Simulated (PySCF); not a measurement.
## Te (tellurium, neutral) across methods

[Kr] 4d10 5s2 5p4, high-spin 3P determinant. Calculation: PySCF 2.14, in aug-cc-pVTZ-PP with one added diffuse shell each of d, f type with ECP28MDF (6s5p5d3f, 67 functions); scalar relativity through the core potential.

```tsv
method	E (hartree)	mean ε 5s β (eV)	mean ε 5p α (eV)	mean ε 5p β (eV)	Σ⟨r²⟩ (bohr²)	⟨S²⟩
PBE	-267.9732	-14.365	-6.477	-5.255	59.80	2.003
r2SCAN0	-268.0648	-15.654	-7.878	-6.439	59.27	2.007
r2SCAN	-268.0888	-14.446	-6.851	-5.490	59.32	2.006
BHandHLYP	-267.9348	-16.814	-8.497	-7.181	59.67	2.004
LDA	-267.5856	-14.773	-6.552	-5.383	59.70	2.002
M06	-268.0462	-15.612	-7.321	-6.049	59.81	2.003
UHF	-267.00637	-18.123	-10.340	-8.487	60.13	2.013
BLYP	-267.9339	-14.387	-6.211	-5.157	60.11	2.002
PBE0	-267.9950	-15.586	-7.621	-6.274	59.51	2.005
```

Energies and moments cover only the electrons outside the core potential.
